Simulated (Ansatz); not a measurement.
`BCC=N` + `BO` → `BOB` + `CC=N` at 500 K and 1 bar (ligand exchange at a B–C bond).

Calculated with Ansatz (gas phase, PBE0-D4/def2-TZVP geometries, no zero-point term in ΔE). CCSD(T)/CBS is the MP2 limit (def2-TZVPP, def2-QZVPP) plus CCSD(T) − MP2 in def2-TZVPP, frozen cores. This one scheme is used for every species. Each species was taken in one conformer, which may not be the lowest.

```
species  CCSD(T)/CBS energy (Eh)  H − E (kJ/mol)  S (J/(mol·K))
`BCC=N`               -159.16580           244.1          347.4
   `BO`               -101.80414           113.6          256.0
  `BOB`               -127.21702           151.5          301.7
 `CC=N`               -133.79309           207.6          299.1
```

H − E and S are ideal-gas, rigid-rotor, harmonic terms from PBE0-D4/def2-TZVP, for one conformer and one mirror image of each species. 1 Eh = 2625.50 kJ/mol, R = 8.31446 J/(mol·K).

Problem. By hand: ΔE, ΔH, ΔS and ΔG.

Solution. ΔE = (-127.21702) + (-133.79309) − (-159.16580) − (-101.80414) = -0.04017 Eh = -105.5 kJ/mol. Δ(H − E) = 151.5 + 207.6 − 244.1 − 113.6 = 1.4, so ΔH = -104.1 kJ/mol. ΔS = 301.7 + 299.1 − 347.4 − 256.0 = -2.6 J/(mol·K). ΔG = -104.1 − 500 × (-2.6)/1000 = -102.8 kJ/mol.

Problem. By hand: the equilibrium constant, and the temperature at which ΔG would vanish if ΔH and ΔS stayed fixed.

Solution. log₁₀ K = −ΔG/(RT ln 10) = 10.7. ΔG = 0 at ΔH/ΔS = 40038 K, far beyond where these terms or the molecules hold.

The number of gas molecules stays the same, so ΔS is small and ΔH decides. A doubt of 5 kJ/mol in ΔE shifts log₁₀ K by 0.5 here. Other conformers and mirror images would add mixing entropy, several J/(mol·K) or more a flexible species. These are equilibria of isolated gas molecules and say nothing of rates. Largest T1 diagnostic: 0.014 (customary marks: 0.02 for closed shells, 0.045 for open ones).
